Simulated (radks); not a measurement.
Correlation energies from several functionals, in hartree. Species: Zn+ [Ar] 3d10 4s1; Ca+ [Ar] 4s1; C3+ [He] 2s1; Sr+ [Kr] 5s1; Cd+ [Kr] 4d10 5s1. Calculated with a radial shooting solver on a logarithmic mesh with Libxc functionals: non-relativistic Kohn-Sham, PBE, spin-polarised, spherical densities, point nucleus. Every spin shell is full or empty, so the densities are truly spherical. Functionals are evaluated on that one density, not self-consistently.

| functional | Zn+ | Ca+ | C3+ | Sr+ | Cd+ |
|---|---|---|---|---|---|
| PW92 | -2.6072 | -1.5363 | -0.20312 | -3.4029 | -4.5072 |
| PZ | -2.6023 | -1.5333 | -0.20229 | -3.4008 | -4.5046 |
| Wigner | -1.5241 | -0.95834 | -0.11268 | -1.9392 | -2.5028 |
| PBE | -1.3756 | -0.74949 | -0.056357 | -1.8254 | -2.5097 |
| PW91 | -1.4945 | -0.82171 | -0.067603 | -1.9817 | -2.7116 |
| OP (B88) | -1.3488 | -0.77471 | -0.075888 | -1.7459 | -2.3253 |
| TPSS | -1.3778 | -0.75220 | -0.054570 | -1.8270 | -2.5104 |
| revTPSS | -1.3991 | -0.76897 | -0.057205 | -1.8535 | -2.5401 |
| r2SCAN | -1.3992 | -0.75062 | -0.054809 | -1.8421 | -2.5191 |
| B95 | -1.6468 | -0.88750 | -0.073136 | -2.2082 | -3.0501 |
